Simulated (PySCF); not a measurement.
A PySCF script (with the pyscf-properties extension) for the NMR shieldings of `S1[Si@@H](N)[Si@@H](NC)[Si@@H]1[SiH3]`, CH12N2SSi4, on a GFN2-xTB geometry:

```python
import basis_set_exchange as bse
import numpy as np
from pyscf import gto, dft
from pyscf.prop import nmr

atoms = """
C    -2.948324   -1.306653   -0.550238
N    -1.585289   -0.964005   -0.873093
Si   -0.470129   -0.304442    0.262264
Si   -0.170896    1.964248    0.747719
N    -1.077588    3.061244   -0.233741
S     1.958614    1.779163    0.189018
Si    1.741319   -0.283990   -0.536256
Si    3.484830   -1.565964    0.269339
H    -3.295116   -2.115377   -1.196303
H    -2.985494   -1.646946    0.481570
H    -3.633150   -0.458725   -0.657062
H    -1.489034   -0.708775   -1.844766
H    -0.733535   -1.105114    1.472316
H    -0.158886    2.619287    2.050618
H    -1.231993    2.829032   -1.202699
H    -0.867181    4.045701   -0.165001
H     1.841436   -0.129640   -2.001540
H     3.424465   -2.888983   -0.361050
H     3.366456   -1.775898    1.715187
H     4.824350   -1.033487    0.020985
"""
names = dict.fromkeys(["C", "N", "Si", "S", "H"], "pcSseg-1")
basis = {el: gto.basis.parse(bse.get_basis(n, elements=[el], fmt="nwchem")) for el, n in names.items()}
mol = gto.M(atom=atoms, basis=basis, charge=0, verbose=0)
mf = dft.RKS(mol, xc="PBE0")
mf.grids.level = 2
mf.grids.alignment = dft.numint.BLKSIZE   # the property module wants whole blocks of grid points
mf.conv_tol = 1e-9
mf.kernel()

calc = nmr.RKS(mf)   # GIAO
C = mf.mo_coeff
Co = C[:, mf.mo_occ > 0]
resp = mf.gen_response(singlet=True, hermi=2)
def vind(x):   # induced exchange potential for any number of trial vectors
    d = np.einsum("pi,xij,qj->xpq", C, 2 * x.reshape(-1, C.shape[1], Co.shape[1]), Co, optimize=True)
    return np.einsum("xpq,pi,qj->xij", resp(d - d.transpose(0, 2, 1)), C, Co, optimize=True).ravel()
mo1, _ = nmr.rhf.solve_mo1(calc, with_cphf=vind)
sigma = calc.kernel(mo1)
for i, s in enumerate(sigma):   # ppm
    print("%2d %-2s %9.2f" % (i, mol.atom_pure_symbol(i), np.trace(s) / 3))
```

Problem. Give the expected output.

Solution. 
```
 0 C     150.25
 1 N     236.99
 2 Si    348.71
 3 Si    337.55
 4 N     226.85
 5 S     641.50
 6 Si    388.50
 7 Si    459.89
 8 H      28.68
 9 H      29.17
10 H      28.68
11 H      31.52
12 H      26.13
13 H      25.96
14 H      30.86
15 H      30.44
16 H      26.22
17 H      28.19
18 H      28.23
19 H      27.96
```

These numbers come from an equivalent density-fitted implementation of the same equations, which agrees with the script to about 0.01 ppm for H and up to a few tenths of a ppm for heavy atoms, so last digits may differ.

Problem. Turn these shieldings into chemical shifts. Referencing at the same level of theory: $^{13}$C (σ = 186.93 ppm) and $^{29}$Si (σ = 349.16 ppm) and $^{1}$H (σ = 31.72 ppm) vs TMS; NH3 for $^{15}$N (σ = 267.73 ppm); CS2 for $^{33}$S (σ = 503.73 ppm).

Solution. Averaging equivalent atoms: C 0: 36.7; N 4: 40.9; N 1: 30.7; Si 3: 11.6; Si 2: 0.4; Si 6: -39.3; Si 7: -110.7; S 5: -138; H 13: 5.76; H 12: 5.58; H 16: 5.50; H 17/18/19: 3.59; H 8/9/10: 2.87; H 14/15: 1.07; H 11: 0.19 ppm. Experimental scales use liquid or dissolved standards, which lie at an offset from isolated NH3 (liquid NH3: subtract about 20 ppm).

Size and cost of the density-fitted run: 231 basis functions, 85 s wall time on 1 thread of an Arm Neoverse N1, shared host; peak memory 1.1 GiB.
